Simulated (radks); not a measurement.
Values are calculated unless marked as measured or tabulated.
All-electron atom: Cr0.25+ in [Ar] 3d2.75 4s1 4p2 (fractional occupations, a model configuration). Code: a radial shooting solver on a logarithmic mesh with Libxc functionals. Model: Dirac Kohn-Sham, PBE, spin-unpolarised, spherical densities, finite nucleus; open shells are shared between the two j in proportion to 2j + 1; Fermi nuclear charge, rms radius 3.6452 fm.

X-ray form factor f0, the Fourier transform of the density (f0(0) = 23.75):

| sin(theta)/lambda (1/angstrom) | f0 (electrons) |
|---|---|
| 0.05 | 22.894 |
| 0.1 | 21.017 |
| 0.15 | 19.109 |
| 0.2 | 17.475 |
| 0.25 | 16.037 |
| 0.3 | 14.700 |
| 0.4 | 12.269 |
| 0.5 | 10.294 |
| 0.6 | 8.842 |
| 0.8 | 7.129 |
| 1 | 6.166 |
| 1.25 | 5.184 |
| 1.5 | 4.244 |
| 2 | 2.744 |
